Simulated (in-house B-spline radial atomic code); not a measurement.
## LDA VWN5 excitations of neutral barium

Method: LDA VWN5. Computed with a B-spline radial code for spherical atoms: linear response of the closed shell [Xe] 6s2 with the functional's adiabatic kernel; scalar-relativistic (spin-free one-electron X2C), finite nucleus, no spin-orbit coupling, no double excitations, S, P, D and F terms only; shells from n = 4 respond.

Spin-orbit coupling is strong here, so these LS terms don't match observed levels.

Command:
```bash
python run_td.py task.json out
```
Settings (radii: box in bohr, nucleus in fm):
```
Z                        56
electrons                56
configuration            [Xe] 6s2
hamiltonian              x2c
method                   lda,vwn
box_radius               75
rms_radius               4.8378
intervals                76
```

Run time, properties included: 1.8 s on 1 thread of Arm Neoverse N1 (shared host).

The lowest states, in the order of their Tamm-Dancoff energies; the method's threshold (minus the highest occupied level) is 3.343 eV. Labels give the largest channel, * marks a mixed state, and oscillator strengths are full-response dipole values. Measured ¹D terms are left out, since they can mix with doubly excited terms. Semilocal kernels can invert the small singlet-triplet splittings of Rydberg terms. Energies in eV:

```csv
state,full response,Tamm-Dancoff,oscillator strength,measured (J-weighted term)
6s → 5d 3D,0.820,0.889,-,1.160
6s → 5d 1D,?,?,-,-
6s → 6p 3P,1.695,1.734,-,1.622
6s → 6p 1P,2.558,2.686,1.93,2.239
6s → 7s 3S,?,?,-,-
```

Where does 6s → 7s 3S lie?

At 3.196 eV in full response, 3.197 eV in Tamm-Dancoff.

Where does 6s → 5d 1D lie?

At 1.375 eV in full response, 1.399 eV in Tamm-Dancoff.

How large is the singlet-triplet splitting of 6s → 5d (D terms) in Tamm-Dancoff?

0.509 eV, from the unrounded values.

What polarisabilities and dispersion coefficient does the method give?

Dipole 239.3 bohr³, quadrupole 8269 bohr⁵, C6 4469 hartree·bohr⁶ for two such species. Recommended dipole value: 272 ± 10 bohr³ (Schwerdtfeger and Nagle, table of static dipole polarizabilities (2023 update)), which includes relativity and correlation.
